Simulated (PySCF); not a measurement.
C6H16Ge, SMILES CC(C)(C)C[CH2][GeH3], GFN2-xTB optimised geometry. Atoms within 1.6 Å of the plane z = 0.6 Å (x, y, z in Å): C1 (-0.25, -2.27, 1.21), C2 (0.26, -1.49, 0.00), C4 (1.79, -1.49, 0.00), C5 (-0.29, -0.05, 0.00), C6 (0.10, 0.81, 1.19), Ge7 (-0.69, 2.62, 1.05), H8 (0.05, -3.31, 1.14), H9 (0.15, -1.87, 2.14), H10 (-1.34, -2.23, 1.26), H14 (2.16, -2.50, -0.12), H15 (2.17, -0.89, -0.82), H16 (2.18, -1.10, 0.93), H17 (-1.38, -0.10, -0.05), H18 (0.05, 0.44, -0.92), H19 (-0.24, 0.36, 2.12), H20 (1.18, 0.91, 1.26), H22 (-2.18, 2.56, 1.01), H23 (-0.25, 3.31, -0.19).

Computed with PySCF with PBE0/def2-SVP.

Map of the electrostatic potential (hartree/e), clipped to [-0.08, 0.12] on the plane z = 0.6 Å:

```
|0000000000000000000000000|
|0000000000000000000000000|
|0000000001110000000000000|
|0000000013542100000000000|
|0000000149999310000000000|
|0000001599999931000000000|
|0000006999999941100000000|
|0000005999999941110000000|
|0000001379999832111000000|
|0000000137999975211000000|
|0000000023899999411000000|
|0000000135999995211000000|
|0000001259999952211000000|
|0000001147999944662000000|
|0000001122599999998100000|
|0000001112599999998100000|
|0000001136999999994000000|
|0000001259999978972000000|
|0000000124999932452000000|
|0000000001289821221000000|
|0000000000149621111000000|
|0000000000013211000000000|
|0000000000011110000000000|
|0000000000000000000000000|
|0000000000000000000000000|
```
Scale: ten equal steps from -0.006 (start of '0') to 0.120 (end of '9'), in the order '0123456789'; x runs from -5.50 to 5.50, y from -5.50 (bottom) to 5.50 (top).
